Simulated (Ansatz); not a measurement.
Program: Ansatz. Geometries: PBE0-D4/def2-TZVP. ΔE: electronic, gas phase. CCSD(T)/CBS adds triple-zeta CCSD(T) − MP2 to the extrapolated MP2 energy (def2 sets, frozen cores). This one scheme is used for every species. DFT in def2-TZVPP. HSE06 is defined as in plane-wave codes. For Ge outer-core shells are correlated without core-valence functions, which leaves a few kJ/mol of doubt a bond. Scalar relativity is left out up to krypton.

Consider the ligand exchange at a Ge–N bond: `[SiH3][N]([SiH3])[GeH3]` + CH₃SH → `C[S][GeH3]` + `[SiH3]N[SiH3]`.

CCSD(T)/CBS gives -0.29 eV.

Q: Another level gave -0.47 eV. Which?
A. revPBE/def2-TZVPP
B. MP2/def2-TZVPP
C. revPBE-D4/def2-TZVPP
D. HSE06/def2-TZVPP

A: A. revPBE -0.47, revPBE-D4 -0.38, MP2/def2-TZVPP -0.27, HSE06 -0.42 eV.

Largest T1 diagnostic among the species: 0.012.

From BLYP to BHLYP (50 % exact exchange), in def2-TZVPP and without D4, ΔE moves by +0.05 eV. In def2-TZVPP, CCSD(T) changes the Hartree–Fock value by +0.09 eV (the triples alone add +0.01 eV) and MP2 by +0.08 eV.
